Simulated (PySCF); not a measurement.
C3H5F3. Atoms are numbered in the order given.

```xyz
11

C     -1.9119     0.2880    -0.0335
C     -0.5226     0.2933     0.5704
F     -0.3108    -0.8864     1.2570
C      0.5718     0.4409    -0.4772
F      1.7907     0.4039     0.1124
F      0.5074    -0.5742    -1.3772
H     -2.0024    -0.5409    -0.7502
H     -2.6617     0.1579     0.7593
H     -2.1179     1.2344    -0.5576
H     -0.4013     1.1279     1.2852
H      0.4735     1.3975    -1.0241
```

Coordinates come from a B3LYP-D3(BJ)/def2-SVP optimisation. The structure was generated by enumeration; whether it is a known compound was not checked. The values are those of a single conformer.

All values below come from PBE0/pcSseg-1 in PySCF.

GIAO shieldings, no solvent; atoms listed in one row are averaged. δ = σ(ref) − σ: ¹³C against TMS (σ = 186.3 ppm); ¹⁹F against CFCl3 (σ = 167.2 ppm); ¹H against TMS (σ = 31.56 ppm), references at their B3LYP-D3(BJ)/def2-TZVP geometries, non-relativistic.

| nucleus | atoms | count | δ (ppm) |
|---|---|---|---|
| ¹³C | C4 | 1 | 121.7 |
| ¹³C | C2 | 1 | 91.5 |
| ¹³C | C1 | 1 | 18.7 |
| ¹⁹F | F5 | 1 | -149.9 |
| ¹⁹F | F6 | 1 | -166.3 |
| ¹⁹F | F3 | 1 | -233.4 |
| ¹H | H11 | 1 | 5.78 |
| ¹H | H10 | 1 | 4.80 |
| ¹H | H7, H8, H9 | 3 | 1.70 |
